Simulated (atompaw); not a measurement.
**Pseudopotential generation for Cr: PAW (atompaw), PBEsol, scalar-relativistic.**

* Element: Cr
* Generator: atompaw 4.2.0.5
* Type: PAW
* Functional: PBEsol
* Relativity: scalar-relativistic
* Frozen core: [Ar]
* Valence charge: 6
* Reference configuration: 3d5 4s1 4p0
* Partial waves: 4s (bound): rc 3.00 bohr; 4s channel at 4.3 Ry: rc 3.00 bohr; 4p (bound, empty): rc 3.00 bohr; 4p channel at 0.55 Ry: rc 3.00 bohr; 3d (bound): rc 1.65 bohr; 3d channel at 3 Ry: rc 1.65 bohr
* Local potential: bessel scheme, radius 2.45 bohr
* Core correction: smooth core density matched at 2.05 bohr
* Augmentation charge: sinc compensation charge, radius 2.85 bohr; PAW radius 3.00 bohr; waves and projectors: custom polynom2 7 10 vanderbiltortho

All-electron outer shells of the reference configuration (PBEsol, scalar-relativistic, ld1.x):

```
shell  level (eV)  outermost node (bohr)  outermost maximum (bohr)
   3s      -73.77                   0.36                      0.78
   3p      -45.34                   0.33                      0.80
   4s       -4.02                   1.12                      2.74
   3d       -2.93                      –                      0.84
   4p       -0.95                   1.25                      3.89
```

Problem. Estimate the cutoffs (Ry, on a coarse ladder) from which the occupation-weighted sum of valence levels, in a spherical-Bessel basis at the reference potential, stays within 10 and 1 mRy of its value at 400 Ry.

Solution. 30 Ry and 200 Ry.

Problem. Does the potential have ghost states?

Solution. No extra level below or beside the all-electron valence levels (s, p, d, f tested).

Problem. Is the overlap operator S = 1 + Σ q|β⟩⟨β| positive definite (Bessel basis up to 400 Ry)?

Solution. Yes: its lowest eigenvalue is 0.62 (s channel).

Problem. Which valence shell sets the plane-wave cutoff?

Solution. 3d: its level needs 50 Ry to come within 1 mRy, against 6 Ry for 4s.
